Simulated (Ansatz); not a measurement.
CH₃BFNO, SMILES `FB1NCO1`. Charge 0, multiplicity 1. The structure was optimised at the PBE0-D4/def2-TZVP level.

```xyz
8

F    -0.412   -2.029   -1.228
B    -0.141   -0.974   -0.493
N     0.020    0.408   -0.740
C     0.197    0.508    0.698
O     0.108   -0.920    0.870
H    -0.337    1.114   -1.354
H     1.176    0.877    1.015
H    -0.610    1.017    1.232
```

(1) What is the dipole moment at ωB97M-V/def2-TZVPP? (An estimate is asked.)

(2) And with PBE, r2SCAN, B3LYP? (An estimate is asked.)

(3) Give the Mulliken charges with ωB97M-V, r2SCAN, PBE in def2-TZVPP. (Best estimate.)

## Answers

(1) The calculation gave: 2.99 D, with components (-0.37, 2.96, -0.29) D in this frame, pointing from negative to positive charge.

(2) Computed: PBE 2.91 D, r2SCAN 2.95 D, B3LYP 3.02 D.

(3) The calculation gave: 
| atom | ωB97M-V | r2SCAN | PBE |
| --- | --- | --- | --- |
| F1 | -0.27 | -0.29 | -0.23 |
| B2 | 0.51 | 0.55 | 0.40 |
| N3 | -0.31 | -0.37 | -0.30 |
| C4 | 0.07 | 0.23 | 0.08 |
| O5 | -0.36 | -0.38 | -0.30 |
| H6 | 0.12 | 0.16 | 0.17 |
| H7 | 0.11 | 0.05 | 0.09 |
| H8 | 0.12 | 0.06 | 0.10 |

B3LYP here is the variant with VWN-RPA as its local correlation; programs differ in this.
